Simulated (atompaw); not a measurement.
**gallium PAW (atompaw): all-electron and pseudo phase curves**

- Element: gallium
- Generator: atompaw 4.2.0.5
- Type: PAW
- Functional: PBEsol
- Relativity: scalar-relativistic
- Frozen core: [Ar] 3d10
- Valence charge: 3
- Reference configuration: 4s2 4p1
- Partial waves: 4s (bound): rc 1.60 bohr; 4s channel at 1.15 Ry: rc 3.00 bohr; 4p (bound): rc 3.00 bohr; 4p channel at 0.65 Ry: rc 3.00 bohr
- Local potential: bessel scheme, radius 2.50 bohr
- Core correction: smooth core density matched at 2.15 bohr
- Augmentation charge: sinc compensation charge, radius 2.70 bohr; PAW radius 3.00 bohr; waves and projectors: custom rrkj vanderbiltortho

The phase is arctan(r·u′/u) with u = r·R(r), unwrapped; energies in Ry, scanned from -3 to 5 Ry. A pole is an energy at which the radial function vanishes at the test radius. The pseudo phase is shifted by a multiple of π to meet the all-electron one at the reference energy, and phase errors are pseudo minus all-electron; the curves can meet again beyond the range given. Levels narrower than the energy grid can be missing from the lists of poles.

| channel | radius (bohr) | reference energy (Ry) | poles, all-electron | poles, pseudo | unbroken range about the reference energy with phases within 0.05 rad | phase error 1 Ry above the reference energy (rad) |
| --- | --- | --- | --- | --- | --- | --- |
| s | 3.02 | -0.66 | -0.10 | -0.10, 4.87 | the whole range | -0.000 |
| p | 3.02 | -0.19 | 0.80 | 0.80 | below 2.7 | -0.000 |

Phases in the s channel:

```csv
E (Ry),all-electron,pseudo
-3.00,1.350,1.349
-2.52,1.319,1.319
-2.04,1.268,1.268
-1.56,1.164,1.164
-1.08,0.764,0.764
-0.60,-1.141,-1.141
-0.12,-1.564,-1.564
0.36,-1.699,-1.699
0.84,-1.808,-1.808
1.32,-1.968,-1.968
1.80,-2.379,-2.381
2.28,-3.613,-3.629
2.76,-4.293,-4.303
3.24,-4.497,-4.505
3.72,-4.591,-4.599
4.20,-4.647,-4.656
4.68,-4.688,-4.698
```
